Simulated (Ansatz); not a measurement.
Mulliken charges of CH₃GaO₂, SMILES `O=[C](O)[GaH2]` from B3LYP/def2-TZVPP in Ansatz (PBE0-D4/def2-TZVP geometry).

| atom | x (Å) | y (Å) | z (Å) | charge (e) |
| --- | --- | --- | --- | --- |
| O1 | 1.145 | 0.117 | 1.310 | -0.312 |
| C2 | 0.469 | -0.295 | 0.402 | 0.233 |
| O3 | 0.540 | -1.569 | -0.021 | -0.271 |
| Ga4 | -0.818 | 0.925 | -0.538 | 0.260 |
| H5 | 1.202 | -2.020 | 0.532 | 0.184 |
| H6 | -2.255 | 1.073 | 0.055 | -0.047 |
| H7 | -0.284 | 1.769 | -1.739 | -0.047 |

Question: By hand: the dipole of these point charges (1 e Å = 4.8032 D).

Answer: Σ q r = (-0.266, 0.055, -0.272) e Å, of length 0.384 e Å = 1.84 D.

Question: How does the dipole of the full density compare? (Estimate.)

Answer: Ansatz gave: (-0.145, -0.154, -0.220) e Å, 1.47 D; the point charges give 1.25 times that, at 40° from its direction.

Point charges leave out the atoms' own dipoles, such as those of lone pairs, and Mulliken's split depends on the basis, so the two needn't agree.

B3LYP here is the variant with VWN-RPA as its local correlation; programs differ in this.
